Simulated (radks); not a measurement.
Values are calculated unless marked as measured or tabulated.
Question: Isoelectronic series with 50 electrons, each ion in its NIST ground configuration. Level of theory: Dirac Kohn-Sham, PBE, spin-unpolarised, spherical densities, finite nucleus; open shells fill j = l - 1/2 first; Fermi nuclear charge, rms radius of each element as measured or else 0.836 A^(1/3) + 0.57 fm (a radial shooting solver on a logarithmic mesh with Libxc functionals). Total energies (hartree) and orbital eigenvalues (hartree) (* marks an orbital that is empty in some or all of the ions):

| ion | configuration | E (hartree) | 4f5/2* | 5p3/2* | 5p1/2* | 5s1/2* | 4d5/2 |
|---|---|---|---|---|---|---|---|
| Ce8+ | [Kr] 4d10 5s2 5p2 | -8849.4028 | -4.08954 | -4.19015 | -4.34147 | -5.01618 | -8.03392 |
| Nd10+ | [Kr] 4d10 4f2 5s2 | -9603.1622 | -5.61250 | -5.48774 | -5.68221 | -6.43917 | -9.96672 |
| Pm11+ | [Kr] 4d10 4f2 5s2 | -9993.6746 | -6.69595 | -6.29382 | -6.51884 | -7.32860 | -11.28077 |
| Sm12+ | [Kr] 4d10 4f2 5s2 | -10393.0943 | -7.85335 | -7.14529 | -7.40377 | -8.26658 | -12.66446 |
| Eu13+ | [Kr] 4d10 4f2 5s2 | -10801.5222 | -9.08280 | -8.04154 | -8.33655 | -9.25269 | -14.11658 |
| Gd14+ | [Kr] 4d10 4f2 5s2 | -11219.0016 | -10.38286 | -8.98212 | -9.31690 | -10.28664 | -15.63623 |
| Tb15+ | [Kr] 4d10 4f4 | -11646.0309 | -11.07813 | -9.71088 | -10.07320 | -11.07737 | -16.53891 |
| Dy16+ | [Kr] 4d10 4f4 | -12082.3858 | -12.46873 | -10.72306 | -11.13102 | -12.18968 | -18.15314 |
| Ho17+ | [Kr] 4d10 4f4 | -12528.1222 | -13.92844 | -11.77918 | -12.23657 | -13.35014 | -19.83451 |
| Er18+ | [Kr] 4d10 4f4 | -12983.2300 | -15.45647 | -12.87901 | -13.38982 | -14.55864 | -21.58245 |
| Tm19+ | [Kr] 4d10 4f4 | -13447.8531 | -17.05218 | -14.02237 | -14.59081 | -15.81529 | -23.39651 |
| Yb20+ | [Kr] 4d10 4f4 | -13921.9881 | -18.71503 | -15.20910 | -15.83962 | -17.12009 | -25.27632 |
| Lu21+ | [Kr] 4d10 4f4 | -14405.7880 | -20.44455 | -16.43908 | -17.13637 | -18.47324 | -27.22157 |
| Hf22+ | [Kr] 4d10 4f4 | -14899.3870 | -22.24036 | -17.71224 | -18.48123 | -19.87495 | -29.23198 |
| Ta23+ | [Kr] 4d10 4f4 | -15402.8188 | -24.10214 | -19.02850 | -19.87439 | -21.32538 | -31.30736 |
| W24+ | [Kr] 4d10 4f4 | -15916.1918 | -26.02958 | -20.38782 | -21.31607 | -22.82476 | -33.44751 |
| Re25+ | [Kr] 4d10 4f4 | -16439.6282 | -28.02245 | -21.79017 | -22.80654 | -24.37339 | -35.65228 |
| Os26+ | [Kr] 4d10 4f4 | -16973.1924 | -30.08054 | -23.23552 | -24.34607 | -25.97151 | -37.92154 |

Estimate the row of Pr9+ ([Kr] 4d10 4f2 5s2).

Answer: E (hartree) -9221.5086; 4f5/2* -4.60555; 5p3/2* -4.72788; 5p1/2* -4.89456; 5s1/2* -5.59902; 4d5/2 -8.72398.
